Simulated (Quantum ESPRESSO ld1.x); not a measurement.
Values are calculated unless marked as measured or tabulated.
Problem. P9+, configuration [He] 2s2 2p2. Code: ld1.x of Quantum ESPRESSO 7.5. Model: Dirac Kohn-Sham, BLYP, spin-unpolarised, spherical densities, point nucleus; open shells fill j = l - 1/2 first.

Spin-orbit splittings of the eigenvalues, e(l+1/2) - e(l-1/2), with zeta = 2 splitting/(2l+1) and mean radii in bohr:

shell  occ.  splitting (eV)  zeta (eV)  <r> j=l-1/2  <r> j=l+1/2
2p        2               ?          ?       0.4098       0.4114
3p        0          0.2888     0.1925        1.148        1.150

Estimate the 2p splitting.

Solution. 1.284 eV (zeta = 0.8561 eV).
